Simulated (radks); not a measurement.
Values are calculated unless marked as measured or tabulated.
All-electron atom: Ta+ in [Xe] 4f13 5d1.5 6s1 6p2.5 (fractional occupations, a model configuration). Code: a radial shooting solver on a logarithmic mesh with Libxc functionals. Model: non-relativistic Kohn-Sham, PBE, spin-polarised, spherical densities, point nucleus; open shells are filled with parallel spins first (spin-orbit coupling, left out, can overturn this in heavy ions); relativity is left out, which matters for an element this heavy. Some entries of the table are withheld. Estimate them.

orbital,occ.,eigenvalue (hartree),<r> (bohr),<1/r> (bohr^-1)
1s up,1,-2278.152,0.02075,72.45
1s down,1,-2278.150,0.02075,72.45
2s up,1,-374.1433,0.08774,16.98
2s down,1,-374.1378,0.08774,16.98
2p up,3,-358.4268,0.07424,17.01
2p down,3,-358.4223,0.07424,17.01
3s up,1,-85.85655,0.2232,6.517
3s down,1,-85.82751,0.2231,6.519
3p up,3,-78.60062,0.2132,6.467
3p down,3,-78.57392,0.2132,6.468
3d up,5,-65.07565,0.1872,6.387
3d down,5,-65.05500,0.1871,6.388
4s up,1,-17.84298,0.4976,2.812
4s down,1,-17.79953,0.4977,2.811
4p up,3,-14.82865,0.5051,2.719
4p down,3,-14.78509,0.5052,2.718
4d up,5,-9.34772,0.5227,2.522
4d down,5,-9.30342,0.5227,2.521
5s up,1,-3.03073,1.171,1.124
5s down,1,-2.97342,1.168,1.126
4f up,7,-2.23566,0.5975,2.096
4f down,6,-2.18843,0.5971,2.097
5p up,3,-2.14151,1.283,1.016
5p down,3,-2.08097,1.279,1.020
5d up,1.5,-0.80099,1.726,0.7479
5d down,0,-0.72770,1.695,0.7596
6s up,1,-0.57590,2.912,0.4328
6p up,2.5,(1),3.404,0.3690

Answer. 
(1) 6p up eigenvalue (hartree): -0.38655
